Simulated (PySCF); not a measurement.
Structure problem from calculated spectra and properties.

Formula: C5H7ClO2.

* UV, strongest line: among the 6 lowest singlet transitions: S5 at 6.52 eV (190 nm, f = 0.204) [TDDFT PBE0/def2-SVPD]
* Dipole: 1.91 D [PBE0/def2-SVPD]
* 13C NMR: chemical shifts (computed TMS as zero) by class: 170.8 (1 C), 146.2 (1 C), 139.7 (1 C), 52.2 (1 C), 49.3 (1 C) ppm [GIAO PBE0/pcSseg-1]
* Rotational structure: rotational constants A, B, C: 2.267, 1.335, 0.932 GHz [GFN2-xTB]
* Triplet: lowest triplet excitation (Tamm–Dancoff): 3.70 eV [TDA PBE0/def2-SVPD]
* 1H NMR: chemical shifts (computed TMS as zero) by class: 7.00 (1 H), 6.17 (1 H), 4.33 (2 H), 4.18 (3 H) ppm [GIAO PBE0/pcSseg-1]
* Polarisability: 82.1 au [PBE0/def2-SVPD]

Electronic properties: PySCF, gas phase, density fitting. Levels stand in brackets. NMR shifts are as computed; neighbouring signals can stand in another order in a measured spectrum. Isolated species at its GFN2-xTB geometry (one conformer only). NMR values are class means; diastereotopic atoms form classes of their own.

Task: What is the compound? Reason from the data.

Result: Numbering: `[CH2:1]=[C:2]([CH2:3][Cl:4])[C:5](=[O:6])[O:7][CH3:8]`. Its formula, C5H7ClO2, gives 2 degrees of unsaturation: 0 rings and 2 π bonds in the structure found. 5 carbons fall into 5 classes; from least to most shielded: ester carbonyl carbon [C5] (170.8 ppm), fully substituted alkene carbon [C2] (146.2 ppm), terminal =CH2 carbon [C1] (139.7 ppm), methoxy carbon [C8] (52.2 ppm), sp3 C–Cl carbon [C3] (49.3 ppm). Hydrogen classes from least to most shielded: 1 H on a terminal =CH2 carbon, C1 (7.00 ppm), 1 H on a terminal =CH2 carbon, C1 (6.17 ppm), 2 H on an sp3 C–Cl carbon, C3 (4.33 ppm, a mean of values up to 0.5 ppm apart in this geometry), 3 H on a methoxy carbon, C8 (4.18 ppm, a mean of values up to 1.6 ppm apart in this geometry). The optimised geometry has point group C1 and is an asymmetric top. Structure: `C=C(CCl)C(=O)OC`. Computed isomers that give other values at the same levels: `CC/C(Cl)=C\C(=O)O` (13C chemical shifts (computed TMS as zero) by class: 180.2 (1 C), 170.0 (1 C), 121.1 (1 C), 32.3 (1 C), 15.9 (1 C) ppm); `C=C(Cl)C(=O)OCC` (13C chemical shifts (computed TMS as zero) by class: 168.2 (1 C), 143.6 (1 C), 134.0 (1 C), 65.3 (1 C), 15.8 (1 C) ppm); `COC1=C(Cl)OCC1` (13C chemical shifts (computed TMS as zero) by class: 136.9 (1 C), 128.8 (1 C), 66.1 (1 C), 59.1 (1 C), 37.3 (1 C) ppm). The assignments are read from this structure; whether some other isomer fits the data as well wasn't checked.

Shape of the structure used: `[CH2:1]=[C:2]([CH2:3][Cl:4])[C:5](=[O:6])[O:7][CH3:8]`: C1–C2–C3–Cl4 104°, C1–C2–C5–O6 -2°, C2–C5–O7–C8 179°.
